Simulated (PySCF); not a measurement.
## r2SCAN0 on Cl⁻ (chlorine, charge -1)

Configuration: [Ar], closed-shell 1S. Calculation: PySCF 2.14, in x2c-TZVPPall with one added diffuse shell each of s, p, d type (6s6p4d1f, 51 functions); scalar relativity by spin-free X2C-1e.

* Total energy: -461.6638 hartree
* One-electron energy: -643.1472 hartree
* Hartree (Coulomb) energy: 210.0474 hartree
* Exchange-correlation energy: -28.5640 hartree
* ⟨S²⟩: 0.0000
* ⟨L²⟩: 0.000
* Sum of ⟨r⟩: 18.87 bohr
* Sum of ⟨r²⟩: 38.61 bohr²
* Langevin diamagnetic susceptibility: -30.6 ×10⁻⁶ cm³/mol

```
shell  electrons  mean orbital energy (hartree)  rms radius, mean of both spins (bohr)
   1s          2                     -102.12812                                  0.105
   2s          2                       -9.40233                                  0.481
   2p          6                       -7.01393                                  0.453
   3s          2                       -0.52227                                   1.72
   3p          6                       -0.04260                                   2.27
```

Densities and radii are taken from the X2C orbitals without a picture-change correction, which distorts them close to the nucleus.
